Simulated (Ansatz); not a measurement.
trans-(1R,2R)-1-chloro-2-fluorocyclopropane (C3H4ClF), SMILES F[C@@H]1C[C@H]1Cl.

Coordinates come from a PBE0-D3(BJ)/def2-SVP optimisation.

Two levels are set side by side: PBE/def2-SVPD (Ansatz, a program for electronic structure) and CAM-B3LYP/def2-SVPD (Ansatz). Energy differences of separate SCF runs at the same geometry; the states with an electron removed or added have multiplicity 2 and 2. Differences are taken from unrounded values.

```tsv
quantity	PBE
vertical ionisation energy (eV)	9.98
vertical singlet–triplet gap (eV)	5.71
```

Problem. These are the PBE values. What does CAM-B3LYP give? (Estimate from the structure and the level; the computed values follow.)

Solution. 
```json
[
 {"quantity": "vertical ionisation energy (eV)", "CAM-B3LYP": "10.56", "PBE minus CAM-B3LYP": "-0.58"},
 {"quantity": "vertical singlet–triplet gap (eV)", "CAM-B3LYP": "6.39", "PBE minus CAM-B3LYP": "-0.68"}
]
```
